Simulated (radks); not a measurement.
The numbers below are computed, except where a source is named.
Task: Excited configurations of the oxygen ion O3+: one electron is placed in a higher orbital outside [He] 2s2. The ground configuration is [He] 2s2 2p1. Code: a radial shooting solver on a logarithmic mesh with Libxc functionals. Model: scalar-relativistic Kohn-Sham, LDA (Slater exchange, Perdew-Wang correlation), spin-polarised, spherical densities, point nucleus; open shells are filled with parallel spins first. Excitation = E - E(ground); binding = E(ion) - E, where the ion is the core of charge +4; n* = 4/sqrt(2 binding) in atomic units, and the quantum defect is n - n*.

| outer orbital | excitation (eV) | binding (eV) | n* | quantum defect | eigenvalue (eV) | <r> (bohr) |
|---|---|---|---|---|---|---|
| 3s | 44.421 | 33.287 | 2.557 | 0.443 | -29.626 | 2.498 |
| 3p | 47.913 | 29.795 | 2.703 | 0.297 | -26.186 | 2.549 |
| 4d | 62.879 | 14.829 | 3.831 | 0.169 | -13.014 | 4.844 |
| 7p | 72.679 | 5.029 | 6.579 | 0.421 | -4.558 | 16.37 |
| 7d | 72.883 | 4.824 | 6.717 | 0.283 | -4.359 | 16.59 |

Estimate the row for 7f.

Result: excitation (eV) 73.040; binding (eV) 4.668; n* 6.829; quantum defect 0.171; eigenvalue (eV) -4.196; <r> (bohr) 16.39. The Delta-SCF ionisation energy is 77.708 eV (NIST Atomic Spectra Database: 77.414 eV, measured). Self-interaction in the functional shifts the binding energies and quantum defects, so they are the method's values and not measured ones. Open shells are spherical and high-spin; term and fine-structure splittings are not resolved.
